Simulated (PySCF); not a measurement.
PySCF input file for PbClBr, SMILES [Cl][Pb][Br] (connectivity only; charge and spin as stated), neutral, multiplicity 1, TDA-M06-2X/def2-SVPD. Geometry optimised at B3LYP-D3(BJ)/def2-TZVP. The def2 effective core potentials stand for the cores of Pb; spin–orbit coupling is left out.

```python
import numpy as np
from pyscf import gto, scf, dft, tdscf

mol = gto.M(
    atom='''
    Pb    0.51043839   -0.48586991    0.00000000
    Cl   -1.63259687   -1.74070717    0.00000000
    Br   -0.40290862    1.98381012    0.00000000
    ''',
    basis='def2-SVPD',
    ecp={'Pb': 'def2-svp'},
    charge=0,
    spin=0,
    symmetry=True,
    max_memory=1600,
    verbose=4,
)
mf = dft.RKS(mol, xc='m06-2x').density_fit(auxbasis='def2-universal-jkfit')
mf.grids.level = 4
mf.conv_tol = 1e-9
mf.max_cycle = 100
mf.kernel()
mf.grids = dft.Grids(mol).set(level=2).build(with_non0tab=True)  # coarser grid for the response kernel
td = tdscf.TDA(mf)
td.singlet = True
td.nstates = 10
td.conv_tol = 1e-4
td.kernel(x0=td.get_init_guess(mf, 15))
td.analyze()
tt = tdscf.TDA(mf)
tt.singlet = False
tt.nstates = 4
tt.conv_tol = 1e-4
tt.kernel(x0=tt.get_init_guess(mf, 9))
tt.analyze(verbose=3)
```

Output:

```
PySCF version 2.14.0

[INPUT] verbose = 4
[INPUT] num. atoms = 3
[INPUT] num. electrons = 74
[INPUT] charge = 0
[INPUT] spin (= nelec alpha-beta = 2S) = 0
[INPUT] symmetry True subgroup None
[INPUT] Mole.unit = angstrom
[INPUT] Symbol           X                Y                Z      unit          X                Y                Z       unit  Magmom
[INPUT]  1 Pb     0.510438390000  -0.485869910000   0.000000000000 AA    0.964588760564  -0.918161062067   0.000000000000 Bohr   0.0
[INPUT]  2 Cl    -1.632596870000  -1.740707170000   0.000000000000 AA   -3.085160956122  -3.289459814367   0.000000000000 Bohr   0.0
[INPUT]  3 Br    -0.402908620000   1.983810120000   0.000000000000 AA   -0.761386945026   3.748857809941   0.000000000000 Bohr   0.0

nuclear repulsion = 314.714004820836
point group symmetry = Cs
symmetry origin: [-7.19224123e-09 -4.37175459e-09  0.00000000e+00]
symmetry axis x: [1.0000000e+00 2.0998742e-09 0.0000000e+00]
symmetry axis y: [-2.0998742e-09  1.0000000e+00  0.0000000e+00]
symmetry axis z: [0. 0. 1.]
num. orbitals of irrep A' = 69
num. orbitals of irrep A" = 31
number of shells = 38
number of NR pGTOs = 195
number of NR cGTOs = 100
basis = def2-SVPD
ecp = {'Pb': 'def2-svp'}


[settings echo left out]
init E= -3201.42360633031
HOMO (A') = -0.64867174990332  LUMO (A") = -0.597392306616563  gap/eV = 1.39538
cycle= 1 E= -3225.64943480823  delta_E= -24.2  |g|= 1.95  |ddm|= 13.7
HOMO (A') = -0.116578677509267  LUMO (A') = -0.052359612541288  gap/eV = 1.74749
cycle= 2 E= -3225.79881981232  delta_E= -0.149  |g|= 1.95  |ddm|= 6.77
HOMO (A') = -0.310317937819181  LUMO (A") = -0.0800031456392745  gap/eV = 6.26718
cycle= 3 E= -3226.79490250496  delta_E= -0.996  |g|= 0.154  |ddm|=  2.7
HOMO (A') = -0.325047033002134  LUMO (A") = -0.0933783040552285  gap/eV = 6.30403
cycle= 4 E= -3226.80189950803  delta_E= -0.007  |g|= 0.0469  |ddm|= 0.337
HOMO (A') = -0.335461584713286  LUMO (A") = -0.0929086714631566  gap/eV = 6.60020
cycle= 5 E= -3226.802473794  delta_E= -0.000574  |g|= 0.0149  |ddm|= 0.0796
HOMO (A') = -0.333792963866445  LUMO (A") = -0.0920098195154821  gap/eV = 6.57925
cycle= 6 E= -3226.80254581993  delta_E= -7.2e-05  |g|= 0.00643  |ddm|= 0.0309
HOMO (A') = -0.334042018287879  LUMO (A") = -0.0919461347572188  gap/eV = 6.58776
cycle= 7 E= -3226.80256119902  delta_E= -1.54e-05  |g|= 0.000682  |ddm|= 0.0115
HOMO (A') = -0.33414780280336  LUMO (A") = -0.0920150804391895  gap/eV = 6.58877
cycle= 8 E= -3226.8025618838  delta_E= -6.85e-07  |g|= 0.000314  |ddm|= 0.00308
HOMO (A') = -0.334090601017121  LUMO (A") = -0.0920043626735207  gap/eV = 6.58750
cycle= 9 E= -3226.80256193982  delta_E= -5.6e-08  |g|= 9.05e-05  |ddm|= 0.000751
HOMO (A') = -0.334097410970415  LUMO (A") = -0.0920011571799506  gap/eV = 6.58777
cycle= 10 E= -3226.80256194621  delta_E= -6.38e-09  |g|= 1.53e-05  |ddm|= 0.000279
HOMO (A') = -0.334097190592378  LUMO (A") = -0.0920004947603239  gap/eV = 6.58779
cycle= 11 E= -3226.80256194639  delta_E= -1.87e-10  |g|= 4.54e-06  |ddm|= 4.94e-05
HOMO (A') = -0.334097363088799  LUMO (A") = -0.0920011669987311  gap/eV = 6.58777
Extra cycle  E= -3226.80256194641  delta_E= -1.55e-11  |g|= 2.43e-06  |ddm|= 1.03e-05
converged SCF energy = -3226.80256194641
tot grids = 39800


******** <class 'pyscf.tdscf.rks.TDA'> for <class 'pyscf.df.df_jk.DFSymAdaptedRKS'> ********
nstates = 10 singlet
deg_eia_thresh = 1.000e-03
wfnsym = None
conv_tol = 0.0001
eigh lindep = 1e-12
eigh level_shift = 0
eigh max_cycle = 100


Excitation energies (eV)
[3.87478689 4.11520775 4.59210066 5.04238241 5.27717539 5.51620889
 5.72711909 5.92121425 6.00134489 6.26335559]

** Singlet excitation energies and oscillator strengths **
Excited State   1:   A"      3.87479 eV    319.98 nm  f=0.0110
      36 -> 38        0.14644
      37 -> 38       -0.68729
Excited State   2:   A"      4.11521 eV    301.28 nm  f=0.0029
      36 -> 38       -0.68788
      37 -> 38       -0.14662
Excited State   3:   A'      4.59210 eV    269.99 nm  f=0.0250
      35 -> 38       -0.67229
      36 -> 39        0.13423
      37 -> 40        0.11477
Excited State   4:   A"      5.04238 eV    245.88 nm  f=0.0068
      33 -> 38       -0.70190
Excited State   5:   A'      5.27718 eV    234.94 nm  f=0.0038
      34 -> 38        0.64503
      37 -> 39        0.21044
Excited State   6:   A"      5.51621 eV    224.76 nm  f=0.0008
      32 -> 38        0.69976
Excited State   7:   A'      5.72712 eV    216.49 nm  f=0.0315
      34 -> 38       -0.12085
      36 -> 39        0.28457
      37 -> 39        0.54532
      37 -> 40       -0.25408
      37 -> 41       -0.10112
Excited State   8:   A"      5.92121 eV    209.39 nm  f=0.0034
      35 -> 39        0.65966
      35 -> 40       -0.15031
      35 -> 41       -0.14917
Excited State   9:   A'      6.00134 eV    206.59 nm  f=0.1070
      33 -> 39       -0.13749
      34 -> 38       -0.15090
      36 -> 39       -0.40839
      37 -> 39        0.33958
      37 -> 40        0.37410
Excited State  10:   A'      6.26336 eV    197.95 nm  f=0.0106
      33 -> 39        0.15553
      33 -> 40        0.10015
      36 -> 40        0.64063
      37 -> 40        0.15880

** Transition electric dipole moments (AU) **
state          X           Y           Z        Dip. S.      Osc.
  1         0.0000      0.0000      0.3412      0.1164      0.0110
  2        -0.0000     -0.0000     -0.1683      0.0283      0.0029
  3         0.0257      0.4709      0.0000      0.2224      0.0250
  4         0.0000      0.0000      0.2354      0.0554      0.0068
  5         0.0850      0.1500     -0.0000      0.0297      0.0038
  6         0.0000      0.0000     -0.0774      0.0060      0.0008
  7        -0.4469      0.1562      0.0000      0.2242      0.0315
  8         0.0000      0.0000     -0.1522      0.0232      0.0034
  9        -0.8145      0.2541     -0.0000      0.7280      0.1070
 10         0.1056      0.2402     -0.0000      0.0688      0.0106

WARN: ECP detected. Skipping calculation of transition velocity and magnetic dipole moments, which have not yet been implemented.



******** <class 'pyscf.tdscf.rks.TDA'> for <class 'pyscf.df.df_jk.DFSymAdaptedRKS'> ********
nstates = 4 triplet
deg_eia_thresh = 1.000e-03
wfnsym = None
conv_tol = 0.0001
eigh lindep = 1e-12
eigh level_shift = 0
eigh max_cycle = 100


Excitation energies (eV)
[3.22192729 4.00110473 4.06260051 4.72703026]

** Triplet excitation energies and oscillator strengths **
Excited State   1:   A"      3.22193 eV    384.81 nm  f=0.0000
Excited State   2:   A"      4.00110 eV    309.87 nm  f=0.0000
Excited State   3:   A'      4.06260 eV    305.18 nm  f=0.0000
Excited State   4:   A'      4.72703 eV    262.29 nm  f=0.0000
```

The calculation finished and met its thresholds.

Cost: around 110 core-seconds (rough).
